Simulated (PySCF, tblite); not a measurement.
System: H₂Cl (cation, charge +1), singlet: symmetric bend, bond length relaxed. Scanned: H-Cl-H angle. Other coordinates (Cl-H bond length) were minimised at PBE0/def2-TZVP.

Computed with: GFN2-xTB, 300 K electronic temperature (tblite); CCSD(T) on RHF/cc-pVTZ, 5 core orbitals frozen (PySCF).

Energies relative to the lowest point of each profile, in kJ/mol; the last columns give the difference from CCSD(T):

| a / ° | GFN2-xTB | CCSD(T) | GFN2-xTB − CCSD(T) |
|---|---|---|---|
| 180 | 138.7 | 243.5 | -104.7 |
| 170 | 130.8 | 231.9 | -101.2 |
| 160 | 111.0 | 201.3 | -90.3 |
| 150 | 86.2 | 159.9 | -73.8 |
| 140 | 60.7 | 115.7 | -54.9 |
| 130 | 37.6 | 74.2 | -36.6 |
| 120 | 18.8 | 39.6 | -20.8 |
| 110 | 5.7 | 14.5 | -8.8 |
| 100 | 0.0 | 0.9 | -0.9 |
| 90 | 3.2 | 0.0 | 3.2 |
| 80 | 17.0 | 12.6 | 4.4 |
| 70 | 42.7 | 38.9 | 3.8 |
| 60 | 80.1 | 78.2 | 2.0 |

GFN2-xTB is furthest from CCSD(T) at 180 (-104.7 kJ/mol, below); its mean absolute difference over the points is 38.9 kJ/mol.
